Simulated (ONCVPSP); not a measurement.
# Transferability test, ONCV potential for Sb

ONCVPSP 4.0.1 input, shortened (lines: element, Z, core and valence counts, functional; n l f; lmax; l rc ep ncon nbas qcut; lloc lpopt rc5 dvloc0; l nproj debl; icmod fcfact rcfact), PBE, scalar-relativistic:

```
  Sb 51.00    6    5        4      upf
    1    0    2.00
    2    0    2.00
    2    1    6.00
    3    0    2.00
    3    1    6.00
    3    2   10.00
    4    0    2.00
    4    1    6.00
    4    2   10.00
    5    0    2.00
    5    1    2.00
    2
    0    1.15    0.00    3    7   10.90
    1    1.55    0.00    4    8   11.00
    2    1.10    0.00    3    7    7.70
    4    5    1.05    3.00
    0    3    2.70
    1    2    1.00
    2    2    1.40
    1    0.75    0.00
```

In the d channel the program set the typed energies aside and used -1.544, 0.250 Ha.

Energies are relative to the spin-unpolarised reference configuration 4s2 4p6 4d10 5s2 5p2; without spin polarisation the order of configurations can differ from experiment.

(1) Give the all-electron excitation energy and the error of the potential for: 4s2 4p6 4d10 5s2 5p3; 4s2 4p6 4d10 5s2 5p1; 4s2 4p6 4d10 5s2 5p0; 4s2 4p6 4d10 5s1 5p0.

Levels in the configuration 4s2 4p6 4d10 5s2 5p0:

```csv
level,all-electron (eV),pseudo (eV)
4s,-178.304,-178.335
4p,-131.233,-131.260
4d,-62.776,-62.786
5s,-38.906,-38.908
```

## Answers

(1)

| valence configuration | charge | ΔE all-electron (eV) | error AE − PS (meV) |
| --- | --- | --- | --- |
| 4s2 4p6 4d10 5s2 5p3 | 0 | -8.317 | +1.7 |
| 4s2 4p6 4d10 5s2 5p1 | +2 | 15.968 | -3.9 |
| 4s2 4p6 4d10 5s2 5p0 | +3 | 40.382 | -11 |
| 4s2 4p6 4d10 5s1 5p0 | +4 | 84.676 | -24 |
